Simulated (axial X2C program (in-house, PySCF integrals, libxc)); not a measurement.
# Potential curves of ScO⁻, with spin–orbit coupling

All values were computed with an axial X2C code built on PySCF integrals. Two-component (2c) means X2C with spin–orbit coupling and atomic mean-field two-electron Coulomb and Gaunt terms. Basis: Sc dyall-acv3z [11s12p8d5f2g], O dyall-av3z [7s6p3d2f] (cores contracted in-house); Gaussian nuclei, density fitting, unrestricted open shells. Masses: Sc 44.956 u, O 15.995 u.

State: Ω = 0 (closed shell). Energies in kJ/mol from the fragments at the same level (Sc + O-). Fits are polynomials in 1 − R0/R over 0.85 to 1.23 times the lowest point R0.

```tsv
R (Å)	PBE0	PBE50
1.4625	-526.69	-485.93
1.5297	-597.97	-554.24
1.5801	-629.78	-583.95
1.6306	-646.74	-598.80
1.6810	-651.59	-601.51
1.7398	-645.23	-592.55
1.7987	-628.90	-573.47
1.8743	-597.44	-538.31
1.9668	-548.56	-484.60
2.1013	-467.43	-395.99
```

One determinant describes the state; a PBE0 search over occupations chose it and may have missed a lower one. Closed shells are restricted here (equal orbitals for both partners); the stretched side of such a curve lies too high. De is counted from the lowest determinant-based energies of the atoms at the same level, without counterpoise correction. In 2c an atomic determinant is not the ground J level, so De misses part of the atomic spin–orbit lowering. This holds for PBE0, PBE50. The functionals have no current-density term, which raises determinants with orbital currents, atoms included. The highest occupied level of some functionals is positive through self-interaction error; at Hartree–Fock it is bound.

Problem. Fit the PBE0 curve near its minimum: give the equilibrium distance, the harmonic wavenumber and the well depth.

Solution. At PBE0, 2c: Re = 1.679 Å, ωe ≈ 954 cm⁻¹, De = 6.75 eV to Sc + O-; Be follows as 0.507 cm⁻¹.

Problem. What are Re, ωe and De at the PBE50 level?

Solution. At PBE50, 2c: Re = 1.668 Å, ωe ≈ 982 cm⁻¹, De = 6.24 eV to Sc + O-; Be follows as 0.513 cm⁻¹.
